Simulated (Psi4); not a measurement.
C₄H₁₁Si, doublet, at a GFN2-xTB geometry, atoms displaced at random by about 0.08 Å a coordinate; HF/STO-3G, gradient (Psi4).

Input for Psi4:
```
memory 2 GB

molecule {
0 2
  C    -0.92384968   -0.10897181    1.76469076
  Si   -0.17883884   -0.08370936    0.08242319
  C     0.20487444    1.79447241   -0.57183921
  C    -1.00304566   -1.07151024   -1.31192896
  C     1.79778044   -0.66242147    0.20001450
  H    -0.52300941    0.20027014    2.59083803
  H    -1.93693205   -0.56348412    1.53761005
  H     0.39564348    2.42781716    0.33854178
  H     0.43615041    1.97042857   -1.48027566
  H    -1.03869299    2.28409505   -0.62514714
  H    -0.62805215   -1.06544962   -2.24064707
  H    -1.07129266   -2.06578465   -1.02953118
  H    -2.00757124   -0.64640674   -1.35012079
  H     2.25730660   -0.05951904    0.96912868
  H     1.77224292   -1.74925330    0.45995470
  H     2.30266371   -0.60821951   -0.84104256
symmetry c1
no_reorient
no_com
}

set basis sto-3g
set reference uhf

gradient('scf')
print_variables()
```

It wrote (shortened):

```
gradient() will perform analytic gradient computation.

   => Loading Basis Set <=

    Name: STO-3G
    Role: ORBITAL
    Keyword: BASIS

         ---------------------------------------------------------
                                   SCF
               by Justin Turney, Rob Parrish, Andy Simmonett
                          and Daniel G. A. Smith
                              UHF Reference
         ---------------------------------------------------------

  ==> Geometry <==

    Molecular point group: c1
    Full point group: C1

    Geometry (in Angstrom), charge = 0, multiplicity = 2:

       Center              X                  Y                   Z               Mass
    ------------   -----------------  -----------------  -----------------  -----------------
         C           -0.923849680000    -0.108971810000     1.764690760000    12.000000000000
         SI          -0.178838840000    -0.083709360000     0.082423190000    27.976926534650
         C            0.204874440000     1.794472410000    -0.571839210000    12.000000000000
         C           -1.003045660000    -1.071510240000    -1.311928960000    12.000000000000
         C            1.797780440000    -0.662421470000     0.200014500000    12.000000000000
         H           -0.523009410000     0.200270140000     2.590838030000     1.007825032230
         H           -1.936932050000    -0.563484120000     1.537610050000     1.007825032230
         H            0.395643480000     2.427817160000     0.338541780000     1.007825032230
         H            0.436150410000     1.970428570000    -1.480275660000     1.007825032230
         H           -1.038692990000     2.284095050000    -0.625147140000     1.007825032230
         H           -0.628052150000    -1.065449620000    -2.240647070000     1.007825032230
         H           -1.071292660000    -2.065784650000    -1.029531180000     1.007825032230
         H           -2.007571240000    -0.646406740000    -1.350120790000     1.007825032230
         H            2.257306600000    -0.059519040000     0.969128680000     1.007825032230
         H            1.772242920000    -1.749253300000     0.459954700000     1.007825032230
         H            2.302663710000    -0.608219510000    -0.841042560000     1.007825032230

  Running in c1 symmetry.

  Rotational constants: A =      0.10290  B =      0.09900  C =      0.09650 [cm^-1]
  Rotational constants: A =   3084.84596  B =   2968.04566  C =   2893.02901 [MHz]
  Nuclear repulsion =  229.648821013704293

  Charge       = 0
  Multiplicity = 2
  Electrons    = 49
  Nalpha       = 25
  Nbeta        = 24

  ==> Algorithm <==

  SCF Algorithm Type is DF.
  DIIS enabled.
  MOM disabled.
  Fractional occupation disabled.
  Guess Type is SAD.
  Energy threshold   = 1.00e-08
  Density threshold  = 1.00e-08
  Integral threshold = 1.00e-12

  ==> Primary Basis <==

  Basis Set: STO-3G
    Blend: STO-3G
    Number of shells: 28
    Number of basis functions: 40
    Number of Cartesian functions: 40
    Spherical Harmonics?: true
    Max angular momentum: 1

   => Loading Basis Set <=

    Name: (STO-3G AUX)
    Role: JKFIT
    Keyword: DF_BASIS_SCF

  ==> Integral Setup <==

  SCF_SUBTYPE=INCORE selected. In-core MEM_DF algorithm will be used.
  Using in-core AOs.

  ==> MemDFJK: Density-Fitted J/K Matrices <==

    J tasked:                   Yes
    K tasked:                   Yes
    wK tasked:                   No
    Algorithm:                 Core
    Schwarz Cutoff:           1E-12
    Mask sparsity (%):       1.2500
    Fitting Condition:        1E-10

   => Auxiliary Basis Set <=

  Basis Set: (STO-3G AUX)
    Blend: DEF2-UNIVERSAL-JKFIT
    Number of shells: 204
    Number of basis functions: 626
    Number of Cartesian functions: 731
    Spherical Harmonics?: true
    Max angular momentum: 4

  Minimum eigenvalue in the overlap matrix is 2.0397405768E-01.
  Reciprocal condition number of the overlap matrix is 8.5666065391E-02.
    Using symmetric orthogonalization.

  ==> Pre-Iterations <==

  SCF Guess: Superposition of Atomic Densities via on-the-fly atomic UHF (no occupation information).

   -------------------------
    Irrep   Nso     Nmo
   -------------------------
     A         40      40
   -------------------------
    Total      40      40
   -------------------------

  ==> Iterations <==

                           Total Energy        Delta E     RMS |[F,P]|

   @DF-UHF iter SAD:  -436.53375776724380   -4.36534e+02   0.00000e+00
   @DF-UHF iter   1:  -441.44922013266739   -4.91546e+00   3.45440e-03 ADIIS/DIIS
   @DF-UHF iter   2:  -441.47439532369731   -2.51752e-02   1.24044e-03 ADIIS/DIIS
   @DF-UHF iter   3:  -441.47815025210093   -3.75493e-03   4.64819e-04 ADIIS/DIIS
   @DF-UHF iter   4:  -441.47867862172359   -5.28370e-04   2.25083e-04 ADIIS/DIIS
   @DF-UHF iter   5:  -441.47885005661607   -1.71435e-04   9.18899e-05 DIIS
   @DF-UHF iter   6:  -441.47887973524672   -2.96786e-05   2.84272e-05 DIIS
   @DF-UHF iter   7:  -441.47888263281419   -2.89757e-06   9.10573e-06 DIIS
   @DF-UHF iter   8:  -441.47888290320606   -2.70392e-07   4.40573e-06 DIIS
   @DF-UHF iter   9:  -441.47888297866064   -7.54546e-08   2.90759e-06 DIIS
   @DF-UHF iter  10:  -441.47888302941874   -5.07581e-08   1.92008e-06 DIIS
   @DF-UHF iter  11:  -441.47888306505143   -3.56327e-08   7.88740e-07 DIIS
   @DF-UHF iter  12:  -441.47888307062715   -5.57571e-09   2.73382e-07 DIIS
   @DF-UHF iter  13:  -441.47888307103176   -4.04611e-10   1.40489e-07 DIIS
   @DF-UHF iter  14:  -441.47888307113647   -1.04706e-10   6.60788e-08 DIIS
   @DF-UHF iter  15:  -441.47888307116057   -2.41016e-11   2.99834e-08 DIIS
   @DF-UHF iter  16:  -441.47888307116528   -4.71800e-12   1.42192e-08 DIIS
   @DF-UHF iter  17:  -441.47888307116716   -1.87583e-12   5.39917e-09 DIIS
  Energy and wave function converged.

  ==> Post-Iterations <==

   @Spin Contamination Metric:   1.943562291E-02
   @S^2 Expected:                7.500000000E-01
[...]
      40A      0.957613

    Final Occupation by Irrep:
              A
    DOCC [    24 ]
    SOCC [     1 ]
    NA   [    25 ]
    NB   [    24 ]

  @DF-UHF Final Energy:  -441.47888307116716

   => Energetics <=

    Nuclear Repulsion Energy =            229.6488210137042927
    One-Electron Energy =               -1064.7114207413146687
    Two-Electron Energy =                 393.5837166564432437
    Total Energy =                       -441.4788830711671608

  UHF NO Occupations:
  HONO-2 :   23  A 1.9971151
  HONO-1 :   24  A 1.9953180
  HONO-0 :   25  A 1.0000000
  LUNO+0 :   26  A 0.0046820
  LUNO+1 :   27  A 0.0028849
  LUNO+2 :   28  A 0.0009734
  LUNO+3 :   29  A 0.0008887

Computation Completed

Properties will be evaluated at   0.000000,   0.000000,   0.000000 [a0]

Properties computed using the SCF density matrix

 Multipole Moments:

 ------------------------------------------------------------------------------------
     Multipole            Electronic (a.u.)      Nuclear  (a.u.)        Total (a.u.)
 ------------------------------------------------------------------------------------

 L = 1.  Multiply by 2.5417464519 to convert [e a0] to [Debye]
 Dipole X            :          3.4596294           -3.9509069           -0.4912776
 Dipole Y            :          2.3353943           -2.5284985           -0.1931042
 Dipole Z            :          0.2526334           -0.0588536            0.1937798
 Magnitude           :                                                    0.5623108

 ------------------------------------------------------------------------------------

         ------------------------------------------------------------
                                   SCF GRAD
                          Rob Parrish, Justin Turney,
                       Andy Simmonett, and Alex Sokolov
         ------------------------------------------------------------

  ==> Geometry <==

    Molecular point group: c1
    Full point group: C1

    Geometry (in Angstrom), charge = 0, multiplicity = 2:

       Center              X                  Y                   Z               Mass
    ------------   -----------------  -----------------  -----------------  -----------------
         C           -0.923849680000    -0.108971810000     1.764690760000    12.000000000000
         SI          -0.178838840000    -0.083709360000     0.082423190000    27.976926534650
         C            0.204874440000     1.794472410000    -0.571839210000    12.000000000000
         C           -1.003045660000    -1.071510240000    -1.311928960000    12.000000000000
         C            1.797780440000    -0.662421470000     0.200014500000    12.000000000000
         H           -0.523009410000     0.200270140000     2.590838030000     1.007825032230
         H           -1.936932050000    -0.563484120000     1.537610050000     1.007825032230
         H            0.395643480000     2.427817160000     0.338541780000     1.007825032230
         H            0.436150410000     1.970428570000    -1.480275660000     1.007825032230
         H           -1.038692990000     2.284095050000    -0.625147140000     1.007825032230
         H           -0.628052150000    -1.065449620000    -2.240647070000     1.007825032230
         H           -1.071292660000    -2.065784650000    -1.029531180000     1.007825032230
         H           -2.007571240000    -0.646406740000    -1.350120790000     1.007825032230
         H            2.257306600000    -0.059519040000     0.969128680000     1.007825032230
         H            1.772242920000    -1.749253300000     0.459954700000     1.007825032230
         H            2.302663710000    -0.608219510000    -0.841042560000     1.007825032230

  Nuclear repulsion =  229.648821013704293

  ==> Basis Set <==

  Basis Set: STO-3G
    Blend: STO-3G
    Number of shells: 28
    Number of basis functions: 40
    Number of Cartesian functions: 40
    Spherical Harmonics?: true
    Max angular momentum: 1

  ==> DFJKGrad: Density-Fitted SCF Gradients <==

    Gradient:                    1
    J tasked:                  Yes
    K tasked:                  Yes
    wK tasked:                  No
    Integrals threads:           1
    Schwarz Cutoff:          1E-12
    Fitting Condition:       1E-10

   => Auxiliary Basis Set <=

  Basis Set: (STO-3G AUX)
    Blend: DEF2-UNIVERSAL-JKFIT
    Number of shells: 204
    Number of basis functions: 626
    Number of Cartesian functions: 731
    Spherical Harmonics?: true
    Max angular momentum: 4

  -Total Gradient:
     Atom            X                  Y                   Z
    ------   -----------------  -----------------  -----------------
       1        0.097417171179     0.069012091666     0.180155493864
       2       -0.150538550931    -0.049255144430     0.055209257900
       3        0.256896767448     0.016399071651    -0.220866448980
       4        0.054211284351    -0.050937866156    -0.100765085282
       5        0.073888179515     0.029078482785     0.050224913686
       6       -0.041631405053    -0.038112677188    -0.118757995053
       7       -0.027505273969    -0.019683002626    -0.051336213074
       8       -0.039443107646     0.014398512431     0.044035667129
       9       -0.078294782775    -0.032284506118     0.143715932165
      10       -0.101351567728     0.050547731673     0.003637124448
      11       -0.045580433988    -0.014746182502     0.076242938833
      12        0.008926428006     0.045325849103    -0.013993396739
      13       -0.002180690404     0.012905677693     0.008022974831
      14       -0.012874570865     0.003477010315     0.003310258142
      15       -0.012547782740    -0.028052200185    -0.003091462057
      16        0.020608335599    -0.008072848111    -0.055743959814

  Variable Map:
  ----------------------------------------------------------------------------
[...]
  Array Variable Map:
  ----------------------------------------------------------------------------
[...]
[...]
```
